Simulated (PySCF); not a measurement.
A species of formula C7H14Si2 has this rotational fingerprint, computed with PBE0/pcSseg-1 in PySCF (dipole) on a GFN2-xTB geometry, gas phase:

| Property | Result |
| --- | --- |
| Rotational constants | A = 1929, B = 725.3, C = 598.4 MHz |
| Dipole components | \|μa\| = 0.18 D, \|μb\| = 0.77 D, \|μc\| = 0.12 D |
| Inertial defect | -114.22 u·Å² |
| κ | -0.81 |

Problem. Which candidate fits, each taken in the one conformer that was computed?
A. `[CH2:1]=[CH:2][CH2:3][C:4]1=[CH:5][C@@H:6]([CH3:7])[SiH2:8][SiH2:9]1` with C1–C2–C3–C4 -117°, C2–C3–C4–C5 -104°
B. `[SiH3:1][CH2:2][C:3]1=[CH:4][SiH2:5][C@H:6]2[CH2:7][C@@H:8]1[CH2:9]2` with Si1–C2–C3–C4 -98°
C. `[CH2:1]=[CH:2][CH2:3][SiH2:4][C:5]#[C:6][SiH2:7][CH2:8][CH3:9]` with C1–C2–C3–Si4 -106°, C2–C3–Si4–C5 -58°, C6–Si7–C8–C9 -53°
D. `[CH:1]1=[CH:2][C@H:3]([CH:4]2[CH2:5][CH2:6][CH2:7]2)[SiH2:8][SiH2:9]1` with C2–C3–C4–C5 68°, C1–C2–C3–C4 127°, C3–C4–C5–C6 130°, C4–C5–C6–C7 -11°, C5–C6–C7–C4 11°

Solution. A. It is C=CCC1=C[C@@H](C)[SiH2][SiH2]1, an asymmetric top, point group C1. The candidates at the same level (rigid rotor, commonest isotopes):

```csv
SMILES,A (MHz),B (MHz),C (MHz),μa (D),μb (D),μc (D),Δ (u·Å²),point group,rotor
C=CCC1=C[C@@H](C)[SiH2][SiH2]1,1929,725.3,598.4,0.18,0.77,0.12,-114.22,C1,asymmetric top
C1=C[C@H](C2CCC2)[SiH2][SiH2]1,2666,679.3,570.3,0.88,0.31,0.06,-47.44,C1,asymmetric top
[SiH3]CC1=C[SiH2][C@H]2C[C@@H]1C2,2208,768.0,689.4,0.56,0.79,0.43,-153.83,C1,asymmetric top
C=CC[SiH2]C#C[SiH2]CC,1554,528.8,415.3,0.09,0.60,0.10,-63.79,C1,asymmetric top
```

`C1=C[C@H](C2CCC2)[SiH2][SiH2]1` has A 38 % too high; `[SiH3]CC1=C[SiH2][C@H]2C[C@@H]1C2` has C 15 % too high; `C=CC[SiH2]C#C[SiH2]CC` has C 31 % too low. No structure here is proved a minimum.
